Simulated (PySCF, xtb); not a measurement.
C5H6BN, SMILES C1B(C(C#C)=C1)N.

Geometry optimised at B3LYP-D3(BJ)/def2-SVP. This is a generated structure with no PubChem entry under its InChIKey; it may be hypothetical. Other conformers were not sampled.

These are C-PCM-PBE0/def2-SVP run with PySCF values and carry that method's errors.

The values are the electrostatic part of the solvation free energy, E(continuum) − E(gas) at the gas-phase geometry, in a cavity of scaled van der Waals radii (PySCF's table); cavitation and dispersion terms are not included. In vacuum the orbital gap is 5.83 eV. The dipole moment in vacuum is 2.03 D.

Computed values in water (ε = 78.36), chlorobenzene (ε = 5.70), ethanol (ε = 24.85):
```tsv
solvent	ε	ΔG(elec) (kcal/mol)	dipole (D)	gap (eV)
water	78.36	-5.8	2.52	5.87
chlorobenzene	5.70	-4.8	2.42	5.87
ethanol	24.85	-5.7	2.51	5.87
```

For comparison, GFN2-xTB/ALPB(water) (xtb, at the GFN2-xTB geometry, all terms of that model) gives -5.0 kcal/mol.
